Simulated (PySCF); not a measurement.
C7H11N.
Atom-mapped SMILES: `[H]/[N:4]=[CH:3]/[C:2](=[CH2:1])[CH:5]1[CH2:6][CH2:7][CH2:8]1`

Geometry (GFN2-xTB, Å), atoms numbered from 1 in this order:
```
atom  x, y, z in Å
C1     0.8277   -2.0752   -0.1109
C2     0.9108   -0.7495   -0.2142
C3     2.2155   -0.1002   -0.0943
N4     2.3481    1.1357   -0.3019
C5    -0.2454    0.1632   -0.4707
C6    -0.5662    1.1998    0.6277
C7    -2.0595    0.9184    0.4157
C8    -1.6902   -0.3524   -0.3628
H9    -0.1009   -2.6066   -0.2229
H10    1.7003   -2.6806    0.0735
H11    3.0408   -0.7783    0.1702
H12    3.2947    1.4957   -0.2050
H13   -0.0698    0.6716   -1.4208
H14   -0.2162    0.8771    1.6060
H15   -0.2184    2.2116    0.4426
H16   -2.6554    0.7751    1.3147
H17   -2.5385    1.6679   -0.2105
H18   -2.2135   -0.5220   -1.3017
H19   -1.7736   -1.2418    0.2577
```

NICS is the negative of the GIAO shielding at a point without a nucleus: at the ring centre (0) and 1 Å above and below it (1); zz is the component along the ring normal. Level: GIAO PBE0/pcSseg-1 (PySCF, non-relativistic, gas phase) on the GFN2-xTB geometry, one conformer.

Ring bond lengths (Å), with Mayer bond orders in brackets: C5–C6 1.544 (0.99), C6–C7 1.534 (1.04), C7–C8 1.535 (1.04), C8–C5 1.538 (1.02).

Task: What do the NICS probes read (ppm)?

Result: 
| ring | type | NICS(0) | NICS(1), two faces | NICS(1)zz, two faces | rms pucker (Å) | centre to ring atoms, mean (Å) |
| --- | --- | --- | --- | --- | --- | --- |
| C5–C6–C7–C8 | 4-membered carbocycle; formal bonds all single | -0.6 | -0.1 / -0.8 | 4.3 / 4.8 | 0.10 | 1.08 |

Task: What can be read from them?

Result: 
- C5–C6–C7–C8: mean NICS(1)zz 4.6 ppm, deshielded. C5, C6, C7, C8 have four or more neighbours; no verdict on aromaticity is drawn. A hydrogen on C5, outside the ring, lies only 1.45 Å from a NICS(1) probe, which then mostly feels that atom.

Task: What is the mean of the two in-plane components of NICS at the first NICS(1) probe listed for ring C5–C6–C7–C8, 1 Å off the ring?

Result: The isotropic value is a third of the trace: (3 × -0.1 − (4.3))/2 = -2.3 ppm.

Task: What are the shieldings of the ring atoms and their hydrogens in the same run (means over atoms taken as equivalent)?

Result: 
```csv
atoms,environment,σ isotropic (ppm),"principal values of the symmetric part, first atom (ppm)"
C5,allylic carbon,149.6,"136.1, 155.5, 157.1"
C6 (×2),four-membered-ring carbon,158.3,"138.7, 147.2, 176.2"
C7,four-membered-ring carbon,168.3,"157.5, 167.5, 180.0"
H13,methine hydrogen,28.11,"25.0, 27.5, 31.8"
H14 (×2),methylene hydrogen,29.82,"27.1, 29.5, 33.7"
H15 (×2),methylene hydrogen,29.27,"24.3, 27.6, 35.0"
H16,methylene hydrogen,29.97,"26.2, 26.8, 36.9"
H17,methylene hydrogen,29.65,"26.5, 27.4, 35.1"
```
